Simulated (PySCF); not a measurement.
**Structure from NMR data**

An unknown has the formula C4H14B2S. Its calculated NMR data are:

1H NMR (600 MHz, computed): δ 2.16 (br, 2H), 1.94 (s, 6H), 0.98 (s, 6H).

13C{1H} NMR (computed): δ 30.1 (CH3), 19.2 (CH3).

Level of theory: shielding tensors at PBE0/pcSseg-1 (GIAO), PBE0-D3(BJ)/def2-SVP structure, in PySCF 2.14 (rapidly exchanging positions averaged, one computed conformer, isolated molecule, relativity neglected).

Chemical shifts δ = σref − σ; 1H (31.27 ppm) and 13C (184.41 ppm) against TMS, all at this level.

Deduce the structure.

## Answers


1. 2 carbon signals for 4 carbons: some carbons are equivalent by symmetry or fast rotation.
2. Carbon types of the structure: 4 × CH3, leaving 2 H on heteroatoms.
3. δC 30.1: methyl carbon bonded to S.
4. δC 19.2: methyl carbon bonded to B.
5. δH 2.16: hydrogen on a boron bonded to B, S.
6. δH 1.94: hydrogen on a methyl carbon bonded to S.
7. δH 0.98: hydrogen on a methyl carbon bonded to B.

Structure: `CB(C)[BH2-][S+](C)C`.

The shifts were computed for this structure.

Hydrogens on boron are broadened and split by 11B (spin 3/2, 80 %) and 10B (spin 3). A carbon bonded to boron is broadened by the quadrupolar boron nucleus and is often missing from a measured spectrum. Shifts are as computed. Against solution values, carbons near 30 ppm lie about +2 ppm off and those near 130 ppm about +5 ppm. Of 1211 compounds with measured shifts, 218 miss one by over three times the rms of a fit or turn the order of signals round; such compounds aren't used in these exercises. No couplings were computed; multiplicities are counted from neighbouring protons, with m where these are inequivalent, close in shift, in a saturated or five-membered ring or joined by F or P, and br s for small geminal =CH2 splittings.
